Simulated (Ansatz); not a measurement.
`CC[O][GaH2]` → `[CH2]` (triplet) + `C[O][GaH2]` at 298.15 K and 1 bar (formal loss of a carbene).

Isolated molecules relaxed with PBE0-D4/def2-TZVP in Ansatz; ΔE leaves out vibrations. CCSD(T)/CBS adds triple-zeta CCSD(T) − MP2 to the extrapolated MP2 energy (def2 sets, frozen cores). This one scheme is used for every species. Triplets are unrestricted, without spin–orbit coupling. For Ga outer-core shells are correlated without core-valence functions, which leaves a few kJ/mol of doubt a bond. Scalar relativity is left out up to krypton. Each species was taken in one conformer, which may not be the lowest.

| species | CCSD(T)/CBS energy (Eh) | H − E (kJ/mol) | S (J/(mol·K)) |
| --- | --- | --- | --- |
| `CC[O][GaH2]` | -2079.43172 | 238.8 | 336.4 |
| `[CH2]` (triplet) | -39.09499 | 55.4 | 195.3 |
| `C[O][GaH2]` | -2040.16771 | 160.8 | 303.8 |

H − E and S are ideal-gas, rigid-rotor, harmonic terms from PBE0-D4/def2-TZVP, for one conformer and one mirror image of each species, with the whole ground term of open shells counted as degenerate. 1 Eh = 2625.50 kJ/mol, R = 8.31446 J/(mol·K).

Question: By hand: ΔE, ΔH, ΔS and ΔG.

Answer: ΔE = (-39.09499) + (-2040.16771) − (-2079.43172) = 0.16902 Eh = 443.8 kJ/mol. Δ(H − E) = 55.4 + 160.8 − 238.8 = -22.6, so ΔH = 421.2 kJ/mol. ΔS = 195.3 + 303.8 − 336.4 = 162.7 J/(mol·K). ΔG = 421.2 − 298.15 × (162.7)/1000 = 372.7 kJ/mol.

Question: By hand: the equilibrium constant, and the temperature at which ΔG would vanish if ΔH and ΔS stayed fixed.

Answer: log₁₀ K = −ΔG/(RT ln 10) = -65.3. ΔG = 0 at ΔH/ΔS = 2589 K, far beyond where these terms or the molecules hold.

The number of gas molecules changes by +1, which sets the sign of ΔS. A doubt of 5 kJ/mol in ΔE shifts log₁₀ K by 0.9 here. Other conformers and mirror images would add mixing entropy, several J/(mol·K) or more a flexible species. Modes under 60 cm⁻¹, often nearly free rotors, make the harmonic entropy too high. A triplet takes part, so the spin changes. These are equilibria of isolated gas molecules and say nothing of rates. Largest T1 diagnostic: 0.015 (customary marks: 0.02 for closed shells, 0.045 for open ones).
